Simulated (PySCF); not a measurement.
GaH2, SMILES [GaH2+], charge +1.

Coordinates come from a B3LYP-D3(BJ)/def2-TZVPD optimisation. The multiplicity is an assumed one; other spin states were not compared. The isomer is the one that the SMILES or the coordinates give; other isomers of the formula were not compared.

Two levels are set side by side: TDA-PBE/def2-TZVPD (PySCF) and TDA-B3LYP/def2-TZVPD (PySCF). Vertical, same geometry. The lowest singlet is HOMO→LUMO 100 % with PBE and HOMO→LUMO 100 % with the other functional; states are paired by order. Differences are taken from unrounded values.

```
quantity                               TDA-B3LYP  TDA-PBE  TDA-PBE minus TDA-B3LYP
-------------------------------------  ---------  -------  -----------------------
lowest singlet excitation (eV)              6.54     6.39                    -0.15
lowest triplet excitation (TDA) (eV)        5.94     5.79                    -0.15
first bright state (f over 0.05) (eV)      10.39    10.37                    -0.02
its oscillator strength                     1.44     0.30                    -1.14
```

Rough cost on one machine, each run with all the roots and properties that it gave: TDA-B3LYP against TDA-PBE within a factor of 2.
